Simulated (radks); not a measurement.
Q: These are the eigenvalues of the occupied orbitals of an atom or ion with whole-number occupations (hartree). All-electron calculation, Dirac Kohn-Sham, revPBE, spin-unpolarised, spherical densities, finite nucleus; Fermi nuclear charge, rms radius of each element as measured or else 0.836 A^(1/3) + 0.57 fm. Program: a radial shooting solver on a logarithmic mesh with Libxc functionals.

1s1/2: -2550.235
2s1/2: -440.5585
2p1/2: -421.3958
2p3/2: -371.6889
3s1/2: -102.0761
3p1/2: -93.52563
3p3/2: -82.77654
3d3/2: -68.35881
3d5/2: -66.02102
4s1/2: -21.69477
4p1/2: -18.14524
4p3/2: -15.65540
4d3/2: -9.82108
4d5/2: -9.36229
5s1/2: -3.68880
5p1/2: -2.62825
5p3/2: -2.25691
4f5/2: -2.06389
4f7/2: -1.98150
5d3/2: -0.86516
5d5/2: -0.82820
6s1/2: -0.71692
7s1/2: -0.23541

Which element is it, and in what charge state? The configuration may be excited. Open shells, if any, are shared by 2j + 1.

A: Z = 74, tungsten, charge +1: W+ in [Xe] 4f14 5d2 6s1 7s2. The list shows which subshells hold electrons but not how many an open one holds; the 1s level, -2550.2 hartree, gives Z - s = 71.4 by -(Z - s)^2/2, which with screening and relativity narrows Z to a few neighbours, and the depths of the outer levels then fix element, charge and occupations together.
